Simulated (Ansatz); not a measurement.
The same path of CH₄AlFS (8 atoms, charge 0, multiplicity 1) was run twice with different band settings. The coordinate that changes most is the dihedral H5–C1–Al2–S4.

All numbers below come from Ansatz, RKS PBE-D4/cc-pVDZ.

Relaxed end points:

```xyz
8
Properties=species:S:1:pos:R:3
C -0.151 1.375 -0.184
Al 0.323 -0.498 0.102
F 1.938 -0.952 0.435
S -1.135 -2.159 0.024
H -1.240 1.493 -0.359
H 0.132 1.989 0.696
H 0.391 1.784 -1.062
H -0.167 -3.088 0.294
```

```xyz
8
Properties=species:S:1:pos:R:3
C -0.134 1.371 -0.220
Al 0.246 -0.485 0.253
F 1.423 -0.868 1.433
S -0.775 -2.215 -0.670
H -0.422 1.954 0.680
H 0.767 1.854 -0.652
H -0.956 1.439 -0.960
H -0.056 -3.106 0.079
```

Common settings: movable images 7; climbing image yes; spring 5.0 eV/Å²; start path through a guess of the saddle point; force threshold 0.05 eV/Å; iteration limit 60; end points relaxed.

| run | optimiser | largest step |
| --- | --- | --- |
| 1 | quadratic models (default) | default |
| 2 | fire | 0.02 Å |

Problem. What does each run give, and how far can it be trusted?

Solution. Run 1: converged after 21 iterations, highest image 0.009 eV above the first end. A vibrational analysis at the climbing image gives one clearly imaginary mode, 54i cm⁻¹: a first-order saddle point.
Run 2: converged after 43 iterations, highest image 0.234 eV above the first end. The order of the stationary point at the top wasn't checked. Another band between the same ends, with other settings, climbed to 0.01 eV only, so this may not be the lowest route.
